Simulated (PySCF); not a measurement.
## Worked example: oscillator strength and radiative lifetime

CI₂, SMILES I[C]I (connectivity only; charge and spin as stated), neutral, multiplicity 1.

Coordinates come from a B3LYP-D3(BJ)/def2-TZVP optimisation. The def2 effective core potentials stand for the cores of I; spin–orbit coupling is left out.

TDA-CAM-B3LYP/def2-SVPD run with PySCF puts the first singlet state with f over 0.02 at 3.74 eV (vertical), with the transition dipole (0.000, -0.971, 0.000) in atomic units.

Problem. Find the oscillator strength, the wavelength and the radiative lifetime that this transition would have in vacuum if emission retraced absorption.

Solution. 
|μ|² = 0.9428 au, so |μ| = 2.47 D. ΔE = 3.74/27.211 = 0.1374 hartree. f = (2/3) ΔE |μ|² = 0.086 (the program prints 0.086).
λ = 1239.84/3.74 = 332 nm; ν = 30165 cm⁻¹.
Einstein's coefficient A = 0.6670 ν² f s⁻¹ (ν in cm⁻¹) = 5.2e7 s⁻¹, so τ = 1/A = 19 ns. This state is S4; the lower singlets have f = 0.000, 0.000, 0.007. The figure is the radiative limit of this one transition; relaxation, internal conversion, crossing to triplets and a medium change what is measured.
